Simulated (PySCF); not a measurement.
gallium atom (Ga), doublet. Base run: R2SCAN/6-31G run with PySCF.

Input for PySCF:
```python
from pyscf import gto, scf, dft

mol = gto.M(
    atom='''
Ga    0.000000    0.000000    0.000000
''',
    basis='6-31g',
    charge=0,
    spin=1,
    verbose=4,
)

mf = dft.UKS(mol)
mf.xc = 'r2scan'
mf.kernel()
mf.analyze()
```

The base run was repeated with changes; each row names its change, and settings that it needs were set with it.

```csv
change,ΔE vs base (µEh),grid points,electrons on the grid
base,0.0,20904,31.00000
grids.level = 5,-64.0,45280,31.00000
grids.radi_method = mura_knowles,-95.7,18744,31.00000
"grids.atom_grid = (99, 590)",-1.4,28896,31.00000
grids.level = 4,-13.6,30384,31.00000
small_rho_cutoff = 0,0.0,20904,31.00000
grids.radi_method = delley,-53.7,20080,31.00000
grids.radi_method = gauss_chebyshev,156,19984,31.00000
grids.prune = dft.gen_grid.treutler_prune,-0.2,20704,31.00000
"grids.atom_grid = (50, 194)",4863,6232,30.99999
"grids.atom_grid = (150, 974)",-65.4,71704,31.00000
```

Open shells are given as the SCF converged; they aren't shown to be the lowest states, and a large step between rows can be another state.
